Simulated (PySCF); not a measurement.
Vertical excitation energies

Compound: C5H7GeNO2.
SMILES with atom numbers: `[CH2:1]=[CH:2][C@@H:3]1[O:4][GeH2:5][O:6][C@H:7]1[C:8]#[N:9]` (hydrogens: H10, H11 on C1; H12 on C2; H13 on C3; H14, H15 on Ge5; H16 on C7)

Structure used (PBE0-D3(BJ)/def2-SVP), in Å, numbered top down from 1:
```xyz
16
C5H7GeNO2 angstrom
C      2.7514    0.2549    0.2018
C      1.8408   -0.6800   -0.0606
C      0.4532   -0.3861   -0.5593
O      0.1669    0.9871   -0.5962
Ge    -0.6027    1.4815    0.9472
O     -0.8599   -0.2281    1.4566
C     -0.6146   -1.0640    0.3612
C     -1.8575   -1.3233   -0.3911
N     -2.8328   -1.5069   -0.9855
H      2.5157    1.3119    0.0528
H      3.7521   -0.0056    0.5539
H      2.0850   -1.7421    0.0623
H      0.3421   -0.7886   -1.5826
H      0.3393    2.1667    1.9428
H     -1.9010    2.2371    0.6469
H     -0.2358   -2.0331    0.7274
```

Theory: TDDFT CAM-B3LYP/def2-SVPD, vertical, gas phase, core orbitals frozen in the response (PySCF 2.14.0, density-fitted response routines). The CAM-B3LYP/def2-SVPD calculation is non-relativistic and has no spin–orbit coupling, an omission that weighs most on germanium.

```csv
state,E (eV),E (hartree),f,|μ| (D),"main configurations (H = HOMO, L = LUMO)"
S1,6.79,0.2496,0.0036,0.37,"H-1→L (72%), H-2→L (11%)"
S2,7.04,0.2587,0.013,0.69,"H→L (50%), H-2→L (21%), H-1→L (14%)"
S3,7.20,0.2647,0.011,0.63,"H-2→L (38%), H-1→L+1 (19%), H→L (15%)"
S4,7.22,0.2654,0.168,2.48,H→L+1 (67%)
S5,7.25,0.2665,0.0021,0.27,"H-1→L+1 (53%), H→L (14%), H-2→L (10%)"
S6,7.41,0.2724,0.108,1.96,"H→L+3 (20%), H→L+1 (12%), H-1→L+3 (8%)"
```

The lowest singlet comes at 183 nm (655 kJ/mol) in the vacuum ultraviolet; it is very weak; its leading configuration is HOMO-1→LUMO (72%). The strongest level in the table is S4 at 7.22 eV (172 nm, f = 0.168). Löwdin shares by element: HOMO carbon 77% or more (atoms not listed hold the other 23%); LUMO germanium 41%, hydrogen 23% or more, oxygen 13% or more (atoms not listed hold the other 23%). The oscillator strengths of these states sum to 0.305; summed over the whole spectrum of an exact calculation they would give the number of electrons, 92 (Thomas–Reiche–Kuhn). The listed states span 0.62 eV, and the widest gap between neighbours is 0.25 eV (S1 to S2). Of the 6 states listed, 4 reach f = 0.01 and none stays under 0.0005. No computed singlet lies in the visible range (380 to 750 nm); the lowest, at 183 nm, stands 3.53 eV above its violet end (3.26 eV). The window holds the lowest 6 singlets.

One conformer stands for the species.
